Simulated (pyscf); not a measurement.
Single points on ωB97X-D3(BJ)/def2-SVP structures (PySCF, gas phase).

Question: Estimate the classical barrier height and the reaction energy of F–GeH₂–GeH(F)–F -> F–GeH(F)–F + germylene (GeH₂) [singlet] at ωB97M-D3(BJ)/def2-TZVP. The step runs on the singlet surface, breaks F–Ge, Ge–Ge and forms F–Ge; take the reactant's lowest minimum found as zero.

Answer: ΔE‡ = 1.62 eV, ΔE = +1.64 eV. Zero-point energy shifts the barrier by -0.06 eV. It is a 1,1-elimination, with an imaginary mode of 101i cm⁻¹. On the product side the descent ends in a complex, 0.27 eV under the separated species and 0.08 eV under the saddle at ωB97X-D3(BJ)/def2-TZVP. At ωB97M-D3(BJ) the saddle lies under the separated products, which points to a path from their complex (located at ωB97X-D3(BJ) alone), and parting the products costs more than the saddle. At ωB97X-D3(BJ) the barrier from the zero used here is 1.83 eV. This is the saddle that the search found; another between the same sides may lie lower. Elements up to Kr have no core potential and no relativistic terms here.
